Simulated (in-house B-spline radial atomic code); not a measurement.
The numbers below are computed, except where a source is named.
# Correlation energy from the adiabatic connection: −Z/r, Z = 2.3

Two electrons in a singlet, external potential −Z/r, Z = 2.3 (atomic units). Full CI in B-splines (partial waves to l = 8, correlation up to 0.6 % small) with the density held fixed gives W(λ) = <V_ee>_λ − U, and E_c is the integral of W(λ) − W(0) from 0 to 1.

```tsv
λ	W(λ) − W(0) (hartree)
0	0.00000
0.02	-0.00191
0.05	-0.00474
0.12	-0.01123
0.25	-0.02284
0.4	-0.03557
0.6	-0.05152
0.8	-0.06640
1	-0.08032
```

(1) Integrate the table by the trapezoid rule.

(2) Now use only three numbers: W(0) = -1.2127, the initial slope W'(0) = -0.09571 (extrapolated from the first points) and the strong-coupling limit of the point-charge-plus-continuum model, W∞ = -1.7285. What do second-order theory and the interpolation W(λ) = W∞ + (W(0) − W∞)/√(1 + 2χλ) of Seidl, Perdew and Levy give?

Answers

(1) The strips give -0.00002, -0.00010, -0.00056, -0.00221, -0.00438, -0.00871, -0.01179, -0.01467, which sum to -0.04245 hartree. The direct value, W(1) − W(0) + T_c with T_c = 0.03781, is -0.04251; the curve is convex, so chords lie above it and the trapezoids fall short in size by 0.16 %.

(2) Second order keeps the slope alone: E_c = W'(0)/2 = -0.04786, +13 % in size against -0.04251. Matching the slope fixes χ = W'(0)/(W∞ − W(0)) = -0.09571/(-0.51580) = 0.18556. Integrating, with s = √(1 + 2χ) = 1.170945, E_c = −(W(0) − W∞)(s − 1)/(s + 1) = −0.51580 × 0.170945/2.170945 = -0.04062 hartree, -4.5 % in size against the full result. At λ = 1 the formula gives W − W(0) = -0.07530 against -0.08032. Part of the miss can come from the model's W∞.
